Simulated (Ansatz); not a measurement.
Start from `FC[SiH2][SnH2][F]` and change one atom or group to get `FC[SiH2][NH][AlH2]`.

Ansatz, PBE0-D4/def2-TZVP geometries, multiplicity 1. Each molecule was computed in one conformer, which needn't be the lowest.

Elements past krypton have def2 core potentials.

```json
{"property": "HOMO–LUMO gap (PBE0/def2-TZVPP) / eV", "`FC[SiH2][SnH2][F]`": "7.10"}
{"property": "HOMO energy (ωB97M-V/def2-TZVPP) / eV", "`FC[SiH2][SnH2][F]`": "-10.21"}
{"property": "LUMO energy (PBE0/def2-TZVPP) / eV", "`FC[SiH2][SnH2][F]`": "-1.09"}
{"property": "HOMO–LUMO gap (B3LYP/def2-TZVPP) / eV", "`FC[SiH2][SnH2][F]`": "6.68"}
{"property": "HOMO–LUMO gap (ωB97M-V/def2-TZVPP) / eV", "`FC[SiH2][SnH2][F]`": "10.72"}
{"property": "LUMO energy (ωB97M-V/def2-TZVPP) / eV", "`FC[SiH2][SnH2][F]`": "0.51"}
```

Question: Give the same properties after the change, and the shifts. (Best estimate.)

Answer: Ansatz gave: 
```
                               property  `FC[SiH2][NH][AlH2]`  shift
   HOMO–LUMO gap (PBE0/def2-TZVPP) / eV                  6.65  -0.45
  HOMO energy (ωB97M-V/def2-TZVPP) / eV                 -9.35   0.86
     LUMO energy (PBE0/def2-TZVPP) / eV                 -0.45   0.64
  HOMO–LUMO gap (B3LYP/def2-TZVPP) / eV                  6.20  -0.48
HOMO–LUMO gap (ωB97M-V/def2-TZVPP) / eV                 10.72   0.00
  LUMO energy (ωB97M-V/def2-TZVPP) / eV                  1.36   0.85
```

With PBE0 the HOMO rises by 1.09 eV and the LUMO rises by 0.64 eV, so the gap narrows by about 0.45 eV. PBE moves the HOMO by 1.18 eV and ωB97M-V by 0.86 eV.

B3LYP here is the variant with VWN-RPA as its local correlation; programs differ in this.
